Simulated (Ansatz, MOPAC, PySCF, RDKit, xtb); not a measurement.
Dimer: SiH4 (SMILES [SiH4]) (first 5 atoms) with AsH3 (SMILES [AsH3]); geometry from B3LYP-D3(BJ)/def2-TZVP, rigid monomers moved along the line of their centres of mass till Si1···H9 is 4.60 Å.
(charge 0, multiplicity 1):
```xyz
9

Si     0.00474    -0.08228     0.19730
H      0.31398    -0.62958    -1.14310
H     -1.42186     0.30734     0.25608
H      0.85178     1.10246     0.45833
H      0.27391    -1.11350     1.22468
As     0.13657     0.61124     5.49869
H     -0.60154     1.20177     6.69639
H     -0.69847    -0.66345     5.54170
H     -0.82565     1.26950     4.51515
```

| level | interaction energy (kcal/mol) | minus CCSD(T)/CBS(def2-SVPD, def2-TZVPPD) | cost |
|---|---|---|---|
| UFF | -0.35 | -0.08 | - |
| GFN-FF | -0.35 | -0.09 | - |
| AM1 | -0.01 | 0.25 | - |
| PM6 | 0.03 | 0.29 | - |
| GFN1-xTB | -0.41 | -0.15 | - |
| GFN2-xTB | -0.70 | -0.43 | - |
| HF/STO-3G (no counterpoise) | 0.01 | 0.28 | - |
| HF/3-21G (no counterpoise) | -0.07 | 0.19 | - |
| HF/6-31G* | 0.03 | 0.29 | - |
| HF/def2-SVPD | 0.02 | 0.29 | - |
| HF/def2-TZVPPD | 0.02 | 0.29 | - |
| PBE-D3(BJ)/def2-TZVPPD | -0.42 | -0.15 | ×1 |
| PBE-D4/def2-TZVPPD | -0.43 | -0.16 | ×1 |
| BP86/6-31G* (no counterpoise) | 0.14 | 0.41 | - |
| r2SCAN/def2-TZVPPD | -0.10 | 0.17 | ×2 |
| r2SCAN-D3(BJ)/def2-TZVPPD | -0.31 | -0.04 | ×2 |
| r2SCAN-D4/def2-TZVPPD | -0.28 | -0.02 | ×2 |
| B3LYP/3-21G (no counterpoise) | -0.02 | 0.25 | - |
| B3LYP/6-31G* | 0.09 | 0.35 | - |
| B3LYP/6-31G* (no counterpoise) | 0.02 | 0.28 | - |
| B3LYP/LANL2DZ (no counterpoise) | 0.05 | 0.32 | - |
| B3LYP/def2-TZVPPD | 0.12 | 0.38 | ×1 |
| B3LYP-D3(BJ)/def2-TZVPPD | -0.33 | -0.07 | ×1 |
| B3LYP-D4/def2-TZVPPD | -0.32 | -0.05 | ×1 |
| PBE0/def2-TZVPPD | -0.08 | 0.19 | ×1 |
| PBE0-D3(BJ)/def2-TZVPPD | -0.41 | -0.15 | ×1 |
| PBE0-D4/def2-TZVPPD | -0.40 | -0.14 | ×1 |
| M06-2X/6-31G* (no counterpoise) | -0.25 | 0.01 | - |
| wB97X-V/def2-TZVPPD | -0.26 | 0.00 | ×3 |
| wB97M-V/def2-TZVPPD | -0.27 | -0.01 | ×4 |
| MP2/6-31G* | -0.11 | 0.16 | - |
| MP2/def2-TZVPPD | -0.27 | 0.00 | - |
| MP2/CBS(def2-SVPD, def2-TZVPPD) | -0.27 | -0.01 | - |
| SCS-MP2/def2-SVPD | -0.20 | 0.07 | - |
| SCS-MP2/def2-TZVPPD | -0.20 | 0.06 | - |
| CCSD/def2-SVPD | -0.22 | 0.04 | - |
| CCSD/def2-TZVPPD | -0.22 | 0.04 | - |
| CCSD(T)/def2-SVPD | -0.26 | 0.00 | ×3 |
| CCSD(T)/def2-TZVPPD | -0.26 | 0.00 | ×100* |
| CCSD(T)/CBS(def2-SVPD, def2-TZVPPD) | -0.26 | 0.00 | ×100* |

 The comparison column counts from a level with limits of its own.

The rows run from -0.70 (GFN2-xTB) to 0.14 kcal/mol (BP86/6-31G* (no counterpoise)). In def2-TZVPPD the value moves HF 0.02, MP2 -0.27, CCSD -0.22, CCSD(T) -0.26, a shift of -0.29 from HF to CCSD(T). From def2-SVPD to def2-TZVPPD CCSD(T) changes by 0.00. The dispersion term adds -0.21 in r2SCAN-D3(BJ), -0.18 in r2SCAN-D4, -0.45 in B3LYP-D3(BJ). The 5 functionals in def2-TZVPPD without D3 or D4 span 0.39, from wB97M-V to B3LYP.

Counterpoise-corrected where a basis set is named; no monomer relaxation. Rows marked so take none. RDKit's UFF carries no charges.

Frozen-core correlation. Filled d and f shells under p-block atoms count as core. CBS: X⁻³ extrapolation of the correlation energy, Hartree–Fock from the larger set. Rows in 3-21G, 6-31G*, LANL2DZ, STO-3G carry no dispersion term and start afresh at each structure (6-31G* with six Cartesian d functions); the Pople sets are all-electron and without relativity. MP2/6-31G* freezes PySCF's default core, which leaves 3d correlated. LANL2DZ brings its own core potentials from Na on. The state reached by AM1, PM6 isn't checked.

The values were computed with Ansatz (Gaussian orbitals); MOPAC for AM1, PM6 (differences of heats of formation); PySCF for 3-21G rows, 6-31G* rows, LANL2DZ rows, STO-3G rows, the dispersion terms; RDKit for the force fields; xtb for the GFN methods. 

Costs are rough ratios of core time to PBE/def2-TZVPPD (about 5 s over the structures, on one shared machine); a dash marks a level with no comparable run of its own. A star marks coupled-cluster runs past 200 virtual orbitals, where the program's memory plan changes under this machine's limit, so their costs aren't comparable with smaller runs.

Ansatz is a program for electronic structure.
